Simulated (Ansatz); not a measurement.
Basis-set extrapolation for `OBOCO` (PBE0-D4/def2-TZVP geometry, frozen core, the Gaussian-basis code of Ansatz). Multiplicity 1, RHF reference.

```csv
,def2-TZVPP,def2-QZVPP
HF,-290.276361,-290.290383
MP2 correlation,-0.982872,-1.058876
CCSD(T) correlation,-1.042161,not run
```

Energies in hartree. Use E(X) = E(∞) + A·exp(−7.88·√X) for Hartree–Fock and E(X) = E(∞) + B·X^(−2.97) for correlation, with X = 3 and 4, and add CCSD(T) minus MP2 of the smaller set to the MP2 limit.

Question: What is the CCSD(T) energy at the basis-set limit?

Answer: HF limit: -290.290383 + (-0.014022) × 0.13774 = -290.29231. MP2 limit: -1.058876 + (-0.076004) × 0.74074 = -1.11518. Higher-order term: -1.042161 − (-0.982872) = -0.05929. Total: -291.46678 hartree, 4.03 eV below CCSD(T)/def2-TZVPP.
